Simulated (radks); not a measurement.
Species: the carbon ion C3+. Configuration: [He] 2s1. Calculated with a radial shooting solver on a logarithmic mesh with Libxc functionals: Dirac Kohn-Sham, PBEsol, spin-unpolarised, spherical densities, point nucleus.

Unscreened Slater integrals over Kohn-Sham orbitals (hartree). Large and small components are both included. Empty in this configuration: 2p1/2.

F0(2s1/2,2s1/2): 0.70255
F0(2s1/2,1s1/2): 0.98217
G0(2s1/2,1s1/2): 0.084731
F0(2s1/2,2p1/2): 0.72417
G1(2s1/2,2p1/2): 0.43933
F0(1s1/2,1s1/2): 3.4954
F0(1s1/2,2p1/2): 1.0400
G1(1s1/2,2p1/2): 0.14013
F0(2p1/2,2p1/2): 0.75682
